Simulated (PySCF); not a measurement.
**Yb(III) with different ligands**

Computed with PySCF 2.14.0, r2SCAN, def2-SVP on the ligands, density fitting, scalar-relativistic core potentials, no spin-orbit coupling, vacuum. The metal has lcecp-1-SVP with ECP59. Each complex is relaxed within the symmetry of a template of the same shape. Distances are means of the shortest metal–ligand contacts, charges and spins Mulliken's; removal energies are rigid, with the ligand's formal charge and no counterpoise, so too large; for an anion taken off a cation in vacuum most of it is the attraction of opposite charges, and multiply charged cations can part far more cheaply with an electron moved from ligand to metal. lcecp potentials hold a fixed number of 4f electrons in the core, out of states, spins and gaps.

| complex | point group | M–first ligand (Å) | charge on M (e) | removal of one first-named ligand (eV) | unstable modes (below −25 cm⁻¹) |
| --- | --- | --- | --- | --- | --- |
| [Yb(P5)2]+ | D5d | 2.988 | 0.98 | 11.91 | not given |
| [Yb(OH)2]+ | C2v | 1.923 | 1.37 | 18.15 | not given |

**Question.** What does the calculation give for [Yb(NO2)2]+?

**Answer.** point group: D2d, M–first ligand (Å): 2.211, charge on M (e): 1.56, removal of one first-named ligand (eV): 15.36, unstable modes (below −25 cm⁻¹): not given.
```xyz
7

Yb    0.0000    0.0000    0.0000
O     0.7499    0.7499    1.9406
O    -0.7499   -0.7499    1.9406
N     0.0000    0.0000    2.6551
O     0.7499   -0.7499   -1.9406
O    -0.7499    0.7499   -1.9406
N     0.0000    0.0000   -2.6551
```

Moved off a saddle point of the template and relaxed again: [Yb(OH)2]+. One start shape was tried for each, so a minimum needn't be the lowest isomer.
